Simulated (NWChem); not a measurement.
System: AlNH3Cl; SMILES [NH2][AlH][Cl]

NWChem printed, in part:

```
             Northwest Computational Chemistry Package (NWChem) 7.3.0
             --------------------------------------------------------

                             Geometry "geometry" -> ""
                             -------------------------

 Output coordinates in angstroms (scale by  1.889725989 to convert to a.u.)

  No.       Tag          Charge          X              Y              Z
 ---- ---------------- ---------- -------------- -------------- --------------
    1 Al                  13.0000    -0.56550100     0.49084100     0.00000000
    2 H                    1.0000    -2.13933300     0.67081700     0.00000000
    3 Cl                  17.0000     0.31634900    -1.43785600     0.00000000
    4 N                    7.0000     0.52735500     1.88975300     0.00000000
    5 H                    1.0000     1.54875500     1.84065900     0.00000000
    6 H                    1.0000     0.22029100     2.86521100     0.00000000

 Effective nuclear repulsion energy (a.u.)     127.5561265198

  xc_inp: hfexch multiplicative factor not found.

                                 NWChem DFT Module
                                 -----------------

 Summary of "ao basis" -> "ao basis" (spherical)
 ------------------------------------------------------------------------------
       Tag                 Description            Shells   Functions and Types
 ---------------- ------------------------------  ------  ---------------------
 Al                          6-31g*                  8       18   4s3p1d
 H                           6-31g*                  2        2   2s
 Cl                          6-31g*                  8       18   4s3p1d
 N                           6-31g*                  6       14   3s2p1d

            General Information
            -------------------
          SCF calculation type: DFT
          Wavefunction type:  closed shell.
          No. of atoms     :     6
          No. of electrons :    40
           Alpha electrons :    20
            Beta electrons :    20
          Charge           :     0
          Spin multiplicity:     1
          Use of symmetry is: off; symmetry adaption is: off
          Maximum number of iterations: 150
          AO basis - number of functions:    56
                     number of shells:    28
          Convergence on energy requested:  1.00D-06
          Convergence on density requested:  1.00D-05
          Convergence on gradient requested:  5.00D-04

              XC Information
              --------------
                     Hartree-Fock (Exact) Exchange  1.000

      Superposition of Atomic Density Guess
      -------------------------------------

 Sum of atomic energies:        -757.09766928

      Non-variational initial energy
      ------------------------------

 Total energy =    -757.805278
 1-e energy   =   -1300.388322
 2-e energy   =     415.026917
 HOMO         =      -0.359008
 LUMO         =       0.015659

     ---------------------------------------------
      Total Density - Mulliken Population Analysis
     ---------------------------------------------

    Atom       Charge   Shell Charges
 -----------   ------   -------------------------------------------------------
    1 Al  13    12.00   2.00  2.00  5.97  0.76  0.77  0.21  0.13  0.16
    2 H    1     1.08   0.45  0.64
    3 Cl  17    17.48   2.00  2.00  5.98  1.38  3.75  0.56  1.81  0.01
    4 N    7     8.32   2.00  0.83  2.71  0.82  1.96  0.01
    5 H    1     0.56   0.40  0.15
    6 H    1     0.55   0.40  0.15

   convergence    iter        energy       DeltaE   RMS-Dens  Diis-err
 ---------------- ----- ----------------- --------- --------- ---------
 d= 0,ls=0.0,diis     1   -757.6276973937 -8.85D+02  9.64D-03  3.70D-01
 d= 0,ls=0.0,diis     2   -757.6710187679 -4.33D-02  2.98D-03  9.44D-02
 d= 0,ls=0.0,diis     3   -757.6821467285 -1.11D-02  1.01D-03  2.93D-03
 d= 0,ls=0.0,diis     4   -757.6827455419 -5.99D-04  2.40D-04  1.57D-04
 d= 0,ls=0.0,diis     5   -757.6827760481 -3.05D-05  5.75D-05  6.05D-06
  Resetting Diis
 d= 0,ls=0.0,diis     6   -757.6827780881 -2.04D-06  1.93D-05  5.14D-07
 d= 0,ls=0.0,diis     7   -757.6827782890 -2.01D-07  4.55D-06  4.14D-08

[...]

                     NWChem Electrostatic Potential Fit Module
                     -----------------------------------------

 Atom parameters

 Number of atoms is                                    6
 Number of basis functions is                         56

 Grid parameters

 Maximum number of grid points is                  31472
 Number of grid points is                          31471
 Grid range                                     0.300000 nm
 Grid spacing                                   0.020000 nm
 Probe radius                                   0.070000 nm
 Atom radius factor                             1.000000

 Atomic radii

    1    0.100000
    7    0.140000
   13    0.195000
   17    0.169000
 FASTESP  F
  using M.O. file = ./job.movecs

    Atom              Coordinates                           Charge

                                                  ESP

    1 Al   -0.056550    0.049084    0.000000    1.015061
    2 H    -0.213933    0.067082    0.000000   -0.271896
    3 Cl    0.031635   -0.143786    0.000000   -0.392897
    4 N     0.052736    0.188975    0.000000   -1.090513
    5 H     0.154876    0.184066    0.000000    0.375984
    6 H     0.022029    0.286521    0.000000    0.364261
                                            ------------
                                               -0.000000

 Dipole moment                                  1.051588

 Quadrupole moment Qxx                          3.142488
                   Qyy                         -9.921352
                   Qzz                          6.778865

 RMS deviation kJ/mol                           0.080630

 RRMS %                                        30.891746
```

Level: Hartree-Fock/6-31G* (spherical d). The geometry was optimised at PBE-D3(BJ)/def2-SVP.

### Question
Which NWChem input produces such a log?

### Answer
One answer among several that fit: the input that was run:
```
start job
memory heap 200 mb stack 900 mb global 1100 mb
geometry units angstroms noautosym nocenter noautoz
  Al    -0.565501     0.490841     0.000000
  H     -2.139333     0.670817     0.000000
  Cl     0.316349    -1.437856     0.000000
  N      0.527355     1.889753     0.000000
  H      1.548755     1.840659     0.000000
  H      0.220291     2.865211     0.000000
end
basis spherical
  Al library 6-31g*
  H library 6-31g*
  Cl library 6-31g*
  N library 6-31g*
end
dft
  xc hfexch
  iterations 150
  mulliken
end
task dft energy
esp
  recalculate
  probe 0.07
  range 0.3
  factor 1.0
  spacing 0.02
end
task esp
```
